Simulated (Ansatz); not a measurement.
## Energy profile

The step: GeH₄S ([SH][GeH3]) + AsH₃ → GeAsH₅ ([GeH3][AsH2]) + H₂S; bonds formed: Ge1–As7, S2–H6; bonds broken: Ge1–S2, H6–As7 (atoms numbered as in the saddle structure below).

Ge1  (-0.811, -1.003, 0.396)
S2  (0.773, 0.485, 1.683)
H3  (-0.536, -1.817, -0.884)
H4  (-0.624, -2.038, 1.543)
H5  (-2.186, -0.356, 0.564)
H6  (0.469, 1.012, 0.322)
As7  (-0.266, 0.979, -1.625)
H8  (1.821, -0.173, 1.162)
H9  (0.203, 2.377, -1.216)
H10  (1.157, 0.533, -1.945)
(Å)

Electronic energies by CCSD(T) at an estimated basis limit (MP2 extrapolated from triple and quadruple zeta, plus CCSD(T) − MP2 in triple zeta), on PBE0-D4/def2-TZVP structures; GeAsH7S, closed shell; no counterpoise correction. Program: Ansatz 0.2.0. Basis: def2-TZVPP and def2-QZVPP. Cores are frozen in the correlated methods. Filled d shells of the heavier atoms are correlated. The def2 sets are not built for correlating such inner shells, so the correlated values are less sure here. Extrapolation: Hartree–Fock as exp(−7.88 √X), correlation as X^−2.97.

Task: Give the profile in eV, counted from the separated reactants. (To be estimated.)

Result: By the calculation:
| point | eV |
| --- | --- |
| separated: GeH4S (linked as [SH][GeH3]; Ge1, S2, H3, H4, H5, H8; singlet) + AsH3 (H6, As7, H9, H10; singlet) | 0.000 |
| start structure | -0.102 |
| saddle | 2.384 |
| end structure | -0.027 |
| separated: GeAsH5 (linked as [GeH3][AsH2]; Ge1, H3, H4, H5, As7, H9, H10; singlet) + H2S (S2, H6, H8; singlet) | 0.044 |

No T1 diagnostic of these runs exceeds 0.014.

For scale, one of the runs: CCSD(T)/def2-TZVPP, 236 basis functions, launched by `ansatz run in.yaml --threads 8 --pin off --events-out ev --progress --plain --max-ram 19148MiB`. Hardware: 8 CPU threads of an Arm Neoverse V2, shared host. Wall time 96 s; peak host memory 4.2 GiB.
